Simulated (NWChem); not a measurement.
Species: Si2H5O2F; SMILES O[SiH2]O[SiH2]F

```xyz
10

O      1.2094     1.4993     0.3600
Si    -0.3597     1.5283    -0.1653
O     -1.0194    -0.0036    -0.0348
Si    -0.3979    -1.5070     0.1859
F      1.1526    -1.4569    -0.3269
H      1.7808     0.8347    -0.0420
H     -1.0949     2.4562     0.7257
H     -0.4746     1.9261    -1.5961
H     -1.1263    -2.4850    -0.6565
H     -0.3715    -1.8844     1.6203
```
Atoms are numbered in this order, from 1.

Results from NWChem. Medium grid unless said otherwise, to which SCAN and Minnesota functionals are sensitive. All runs use the structure optimised with PBE0/def2-SVP. Total energies of different functionals are on different scales.

| level | energy (Ha) | highest occupied level (eV) | orbital gap (eV) | dipole (D) |
|---|---|---|---|---|
| B3LYP/def2-SVP | -832.1275 | -8.43 | 8.99 | 1.03 |
| PBE/def2-SVP | -831.5170 | -7.15 | 6.98 | 0.93 |
| MN15-L/def2-SVP | -831.6703 | -7.85 | 8.05 | 0.98 |
| M06-L/def2-SVP | -832.0534 | -7.56 | 7.99 | 1.03 |
| M05-2X/def2-SVP | -832.0520 | -10.12 | 12.02 | 1.13 |
| MN15/def2-SVP | -831.5753 | -9.37 | 10.66 | 1.01 |
| LC-wPBE (HJS exchange hole, range parameter 0.4 per bohr)/def2-SVP | -831.7034 | ___ | ___ | ___ |
| Hartree-Fock/def2-SVP | -829.7598 | -12.37 | 16.69 | 1.30 |

Task: What belongs in the gaps?

Result: 
- LC-wPBE (HJS exchange hole, range parameter 0.4 per bohr)/def2-SVP, highest occupied level (eV): -11.44
- LC-wPBE (HJS exchange hole, range parameter 0.4 per bohr)/def2-SVP, orbital gap (eV): 14.59
- LC-wPBE (HJS exchange hole, range parameter 0.4 per bohr)/def2-SVP, dipole (D): 1.08
